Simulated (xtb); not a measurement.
H7OSi2, SMILES [SiH3][OH+][SiH3], charge +1. All values are semi-empirical tight-binding results from xtb (GFN2-xTB unless named), good for trends rather than for accurate numbers. Geometry optimised at GFN2-xTB. The isomer is the one that the SMILES or the coordinates give; other isomers of the formula were not compared.

Optimised geometry:

Bonded distances (Å): Si1–O2 1.803, Si1–H4 1.455, Si1–H5 1.452, Si1–H6 1.454, O2–Si3 1.805, O2–H7 0.965, Si3–H8 1.454, Si3–H9 1.455, Si3–H10 1.452. Angles (°): O2–Si1–H4 98.7, O2–Si1–H5 99.8, O2–Si1–H6 101.7, H4–Si1–H5 117.4, H4–Si1–H6 117.0, H5–Si1–H6 116.7, Si1–O2–Si3 132.9, Si1–O2–H7 113.3, Si3–O2–H7 113.3, O2–Si3–H8 101.6, O2–Si3–H9 98.6, O2–Si3–H10 99.8, H8–Si3–H9 117.1, H8–Si3–H10 116.7, H9–Si3–H10 117.4.
Charge +1, spin multiplicity 1.

A frequency run showed that this geometry is not a minimum.

Problem. Estimate the properties. (Estimate from the structure and the level; the computed values follow.)

Solution. 
```json
{
 "point_group_as_xtb_finds_it": "Cs",
 "orbital_gap": "5.17 eV",
 "static polarisability (D4 model)": "62.2 bohr³",
 "solvation energy, GFN2-xTB/ALPB(water)": "-47.2 kcal/mol",
 "solvation energy, GFN2-xTB/ALPB(toluene)": "-36.5 kcal/mol"
}
```

Computed atomic charges and the Wiberg bond orders between heavy atoms:
charges (e) Si1 0.55, O2 -0.44, Si3 0.55, H4 0.00, H5 0.00, H6 0.00, H7 0.34, H8 0.00, H9 0.00, H10 0.00. Bond orders Si1–O2 0.66, O2–Si3 0.66.
